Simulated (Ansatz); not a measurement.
CH$_{6}$GeO$_{3}$, SMILES `OC(O)[O][GeH3]`, relaxed with RKS PBE0-D4/def2-TZVP in the Gaussian-basis code of Ansatz from a PBE-D4/def2-SVP geometry. The force threshold is 0.005 eV/Å; the program also tests the step.

Total charge 0; spin multiplicity 1.

Start:

```xyz
11

O    -0.954    0.902    0.452
C     0.051    0.884   -0.554
O     0.800    2.050   -0.580
O     0.865   -0.204   -0.278
Ge    0.097   -1.715    0.402
H    -1.594    1.599    0.217
H    -0.417    0.813   -1.570
H     1.323    2.042    0.249
H     1.214   -2.762    0.170
H    -0.211   -1.558    1.911
H    -1.175   -2.053   -0.418
```

| step | energy (eV) | largest force (eV/Å) | largest move (Å) |
| --- | --- | --- | --- |
| 1 | -63782.7355 | 0.717 | 0.000 |
| 2 | -63782.7740 | 0.227 | 0.034 |
| 3 | -63782.7796 | 0.054 | 0.014 |
| 4 | -63782.7802 | 0.103 | 0.041 |
| 5 | -63782.7808 | 0.028 | 0.008 |
| 6 | -63782.7809 | 0.018 | 0.010 |
| 7 | -63782.7811 | 0.015 | 0.021 |
| 8 | -63782.7812 | 0.011 | 0.022 |
| 9 | -63782.7813 | 0.012 | 0.011 |
| 10 | -63782.7813 | 0.020 | 0.005 |
| 11 | -63782.7813 | 0.003 | 0.003 |

End:

```xyz
11

O    -0.947    0.938    0.478
C     0.037    0.862   -0.525
O     0.775    2.023   -0.617
O     0.851   -0.195   -0.208
Ge    0.104   -1.720    0.388
H    -1.546    1.657    0.257
H    -0.437    0.736   -1.510
H     1.326    2.066    0.175
H     1.231   -2.739    0.185
H    -0.275   -1.589    1.866
H    -1.117   -2.038   -0.489
```

Hardware: 4 threads of an Arm Neoverse V1 on a shared host. Wall time 51 s, peak host memory 0.6 GiB.
